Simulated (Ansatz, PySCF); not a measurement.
Molecule: SbI$_{2}$ (charge 0, doublet). It need not be the lowest isomer of its formula. 
Structure (B3LYP-D3(BJ)/def2-TZVP (Ansatz, a first-principles code) minimum search):
SMILES: [Sb]([I])[I]
```xyz
3

Sb    -0.6115    -0.4885     0.8728
I     -1.0121     1.8900    -0.4090
I      1.6006    -1.4200    -0.4309
```
Charge 0, spin multiplicity 2.

Total electronic energies in hartree. Valence correlation only, unless marked. Open shells are spin-unrestricted. Spin-orbit coupling is left out. Frozen are the shells of the preceding noble gas and the d and f shells that filled before the atom's block. Past Kr the def2 sets carry scalar-relativistic core potentials. STO-3G rows are all-electron and non-relativistic. CBS(X,Y): correlation extrapolated as X^-3; Hartree-Fock from the larger set. [CCSD(T)-MP2]/basis is that difference in the basis named.

| level | program | energy (Eh) |
|---|---|---|
| HF/def2-SVPD | Ansatz | -832.64765 |
| RI-HF/def2-TZVPPD | Ansatz | -832.67426 |
| r2SCAN/def2-TZVPD | Ansatz | -836.07989 |
| B3LYP-D3(BJ)/def2-TZVPD | Ansatz + dftd3 | -836.03285 |
| PBE0/STO-3G | Ansatz | -19958.35749 |
| M06-2X/def2-TZVPD | PySCF | -835.51849 |
| CCSD/STO-3G | Ansatz | -19952.88309 |
| RI-MP2/CBS(def2-TZVPPD,def2-QZVPPD)+[CCSD(T)-MP2]/def2-SVPD | Ansatz | -833.1675 |
| RI-MP2/CBS(def2-TZVPPD,def2-QZVPPD)+[CCSD(T)-MP2]/def2-TZVPPD | Ansatz | -833.1840 |

Totals of different functionals don't rank their quality; only differences between species are comparable.
